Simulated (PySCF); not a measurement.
Spin states of NaBe

Unrestricted PBE0; PySCF, no relativity, basis sets Na def2-TZVP, Be def2-TZVP. Outer shells of the fragments: Na 3s1; Be 2s2.

Followed along the bond (rough minima from three points):

```json
{"2Ms+1": "2", "unpaired": "σ ↑", "⟨S²⟩ at the start": "0.77", "R at minimum (Å)": "2.91", "Te (eV)": "0.00"}
{"2Ms+1": "2", "unpaired": "π ↑", "⟨S²⟩ at the start": "0.76", "R at minimum (Å)": "2.53", "Te (eV)": "0.85"}
{"2Ms+1": "4", "unpaired": "σ ↑↑, π ↑", "⟨S²⟩ at the start": "3.75", "R at minimum (Å)": "2.91", "Te (eV)": "2.28"}
```

Solutions found at the starting distance of 2.535 Å, counted from the lowest of them; the search is not exhaustive and high or unbound solutions are not listed, so other states can lie among these:

```json
{"2Ms+1": "2", "unpaired": "σ ↑", "term": "²Σ⁺", "E (eV)": "0.00", "⟨S²⟩": "0.77", "⟨Lz²⟩": "0.00", "μ (D)": "-2.86"}
{"2Ms+1": "2", "unpaired": "π ↑", "term": "²Π", "E (eV)": "0.73", "⟨S²⟩": "0.76", "⟨Lz²⟩": "1.01", "μ (D)": "-5.37"}
{"2Ms+1": "4", "unpaired": "σ ↑↑, π ↑", "term": "⁴Π", "E (eV)": "2.27", "⟨S²⟩": "3.75", "⟨Lz²⟩": "1.00", "μ (D)": "-4.77"}
{"2Ms+1": "4", "unpaired": "σ ↑, π ↑↑", "term": "⁴Σ⁻", "E (eV)": "2.84", "⟨S²⟩": "3.75", "⟨Lz²⟩": "0.00", "μ (D)": "-5.89"}
{"2Ms+1": "2", "unpaired": "σ ↑↑, π ↓", "term": "mixed", "E (eV)": "3.30", "⟨S²⟩": "1.75", "⟨Lz²⟩": "1.00", "μ (D)": "-4.86"}
{"2Ms+1": "4", "unpaired": "σ ↑↑↑", "term": "⁴Σ⁺", "E (eV)": "3.30", "⟨S²⟩": "3.75", "⟨Lz²⟩": "0.00", "μ (D)": "4.34"}
{"2Ms+1": "2", "unpaired": "σ ↑, π ↑↓", "term": "mixed", "E (eV)": "3.77", "⟨S²⟩": "1.75", "⟨Lz²⟩": "2.01", "μ (D)": "-4.88"}
{"2Ms+1": "2", "unpaired": "σ ↑", "term": "mixed", "E (eV)": "4.28", "⟨S²⟩": "0.99", "⟨Lz²⟩": "2.00", "μ (D)": "-2.90"}
{"2Ms+1": "4", "unpaired": "σ ↑, π ↑↑", "term": "mixed", "E (eV)": "5.07", "⟨S²⟩": "3.75", "⟨Lz²⟩": "2.00", "μ (D)": "3.17"}
```

A term symbol is given only where ⟨S²⟩ and ⟨Lz²⟩ are close to those of a pure state; real π, δ and φ orbitals otherwise mix terms. A positive dipole means Na(−)Be(+).

**Question.** Compare the gap between the two lowest followed solutions at the starting distance with the gap between their minima.

**Answer.** At PBE0 the second solution (doublet, unpaired electrons π ↑) lies +0.73 eV from the first (doublet, unpaired electrons σ ↑) at 2.535 Å and +0.85 eV at the minima; the two curves relax by different amounts, since their minima lie near 2.53 and 2.91 Å.

Counting both spins, an empty level lies below a filled one in some of these solutions, because spin and occupation are held.
